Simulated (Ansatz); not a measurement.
Born–Oppenheimer molecular dynamics of ClGeH3O (6 atoms, charge 0, multiplicity 1). It starts at the highest image of a converged band, a first-order saddle point between two minima.

Level of theory: Ansatz, RKS PBE0-D4/def2-SVP.

| Quantity | Value |
| --- | --- |
| ensemble | NVE (velocity Verlet) |
| time step | 0.5 fs |
| steps asked | 200 |
| starting velocities drawn for | 300 K |
| seed | 5393 |

First frame:

```xyz
6
Properties=species:S:1:pos:R:3
Ge 0.235 -0.051 -0.513
Cl 1.115 -0.004 1.913
H 1.630 0.114 0.341
O -0.795 1.376 -0.677
H -1.719 1.223 -0.446
H -0.730 -1.265 -0.349
```

Task: How far do the bonds stretch over the last three quarters of this one trajectory? (Pairs bonded in most of those frames.)

Result: 
```json
{"bond": "Ge1–O4", "mean (Å)": "1.791", "spread (Å)": "0.025", "shortest": "1.75", "longest": "1.83"}
{"bond": "Ge1–H6", "mean (Å)": "1.622", "spread (Å)": "0.014", "shortest": "1.60", "longest": "1.64"}
{"bond": "Cl2–H3", "mean (Å)": "1.299", "spread (Å)": "0.044", "shortest": "1.23", "longest": "1.38"}
{"bond": "O4–H5", "mean (Å)": "0.965", "spread (Å)": "0.007", "shortest": "0.95", "longest": "0.98"}
```

Mean temperature of the second half: 781 K. The conserved energy stayed within 0.11 meV per atom of its start (net change 0.05 meV per atom), so the integration is sound. The kinetic energy rose, since the run started high on the potential surface and went downhill. It ends in pieces (ClH + GeH2O), so much of that is their flight and rotation, not heat. A run of 0.1 ps of so small a system gives no equilibrium averages. The orbitals stay closed-shell, which can raise the energy where a bond breaks towards radicals; this wasn't checked here.

Run time: 4.6 min on 1 thread of Intel(R) Xeon(R) 6975P-C (Granite Rapids) (shared host), peak memory 0.2 GiB.
